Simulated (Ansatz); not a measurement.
A nudged elastic band was laid between two geometries of Cl2GeH2O (6 atoms, charge 0, multiplicity 1).

Level of theory: RHF/def2-SVP (Ansatz).

```
movable images  : 8
climbing image  : no
spring          : 5.0 eV/Å²
optimiser       : quadratic models (default)
start path      : through a guess of the saddle point
force threshold : 0.05 eV/Å
iteration limit : 60
end points      : relaxed
```

Initial state:

```xyz
6
Properties=species:S:1:pos:R:3
Ge 0.282 -0.038 -0.021
Cl 0.428 0.071 2.118
H 1.648 0.013 -0.659
O -0.665 1.294 -0.603
H -1.555 1.385 -0.298
Cl -0.718 -1.879 -0.490
```

Final state:

```xyz
6
Properties=species:S:1:pos:R:3
Ge -0.225 0.033 -1.286
Cl 1.670 0.064 1.770
H 2.808 -0.074 1.215
O -1.271 1.340 -0.771
H -2.076 1.147 -0.308
Cl -1.486 -1.664 -0.575
```

Problem. Which bonds break or form, and what moves?

Solution. Bonds broken: Ge1–Cl2, Ge1–H3. Bonds formed: Cl2–H3. Cl2GeH2O becomes ClGeHO + ClH.

Problem. What energy profile does the band end with?

Solution. It converged. The highest image is number 4 of 0 to 9, 294.3 kJ/mol above the first end and 177.7 kJ/mol above the last; the last end lies 116.5 kJ/mol above the first. Neighbouring images differ by up to 1.6 eV, so the band resolves the path poorly. No image climbed, so the highest image needn't sit at the top of the path. The orbitals stay closed-shell, which can raise the energy where a bond breaks towards radicals; this wasn't checked here.

```csv
image,path coordinate (Å),energy (kJ/mol),Ge1–Cl2 (Å),Ge1–H3 (Å),Cl2–H3 (Å)
0,0.00,0.0,2.15,1.51,3.03
1,0.42,7.4,2.15,1.50,2.85
2,0.83,72.3,2.20,1.49,2.43
3,1.25,222.2,2.39,1.51,2.02
4,1.67,294.3,2.60,1.67,1.61
5,2.09,179.9,2.87,2.09,1.31
6,2.50,136.8,3.20,2.58,1.27
7,2.92,122.9,3.37,3.07,1.27
8,3.34,117.5,3.45,3.55,1.27
9,3.76,116.5,3.60,3.93,1.27
```

Problem. What is the geometry of the highest image?

Solution. 
```xyz
6
Properties=species:S:1:pos:R:3
Ge 0.241 -0.005 -0.532
Cl 1.134 0.008 1.905
H 1.642 0.026 0.377
O -0.825 1.356 -0.610
H -1.755 1.221 -0.501
Cl -1.016 -1.760 -0.592
```

Time of the run: 8.5 min on 1 thread of Arm Neoverse N1 (shared host), peak memory 0.19 GiB.
